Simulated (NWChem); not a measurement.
System: InN2H4Cl; SMILES [NH2][In]([NH2])[Cl]

The following NWChem deck was run.

```
start job
memory heap 200 mb stack 900 mb global 1100 mb
geometry units angstroms noautosym nocenter noautoz
  In    -0.035043    -0.325777     0.000000
  Cl     0.028823     2.032783     0.000000
  N      0.121315    -1.181869     1.826446
  H     -0.184294    -0.591532     2.596134
  H     -0.293434    -2.103608     1.936196
  N      0.121315    -1.181869    -1.826446
  H     -0.293434    -2.103608    -1.936196
  H     -0.184294    -0.591532    -2.596134
end
basis spherical
  * library def2-svpd
end
ecp
  In library def2-ecp
end
dft
  xc xpbe96 cpbe96
  iterations 150
end
property
  response 1 0.0
end
task dft property
```

The geometry was optimised at PBE0/def2-SVP. Not confirmed as a minimum by frequencies. def2 effective core potentials on In; no spin-orbit coupling.

Static field.

Problem. What results follow from this input? (PBE/def2-SVPD with def2 effective core potentials on In.) Quantities: isotropic polarisability (bohr³); anisotropy (bohr³).

Solution. 
| Quantity | Result |
|---|---|
| isotropic polarisability (bohr³) | 72.2 |
| anisotropy (bohr³) | 24.6 |
